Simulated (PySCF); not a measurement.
In(OH)2(OSiH3) (H5InO3Si), SMILES [OH][In]([OH])[O][SiH3].

Coordinates come from a PBE0-D3(BJ)/def2-SVP optimisation. The def2 effective core potentials stand for the cores of In; spin–orbit coupling is left out. One conformer was computed; it need not be the lowest.

Two levels are set side by side: TDA-PBE/def2-SVPD (PySCF) and TDA-M06-2X/def2-SVPD (PySCF). Vertical, same geometry. The lowest singlet is HOMO→LUMO 100 % with PBE and HOMO→LUMO 70 %, HOMO−4→LUMO 12 % with the other functional; states are paired by order. Differences are taken from unrounded values.

```json
[
 {"quantity": "lowest singlet excitation (eV)", "TDA-PBE": "3.73"},
 {"quantity": "lowest triplet excitation (TDA) (eV)", "TDA-PBE": "3.56"},
 {"quantity": "first bright state (f over 0.05) (eV)", "TDA-PBE": "5.19"},
 {"quantity": "its oscillator strength", "TDA-PBE": "0.09"}
]
```

Problem. These are the TDA-PBE values. What does TDA-M06-2X give? (The exact figures need the calculation; the answer reports its results.)

Solution. 
```tsv
quantity	TDA-M06-2X	TDA-PBE minus TDA-M06-2X
lowest singlet excitation (eV)	5.42	-1.69
lowest triplet excitation (TDA) (eV)	5.02	-1.46
first bright state (f over 0.05) (eV)	6.09	-0.90
its oscillator strength	0.06	0.02
```

A lower first singlet is the usual sign of a functional without exact exchange. Differences between two approximate levels are no errors against the true value.

Rough cost on one machine, each run with all the roots and properties that it gave: TDA-M06-2X against TDA-PBE about 8 times.
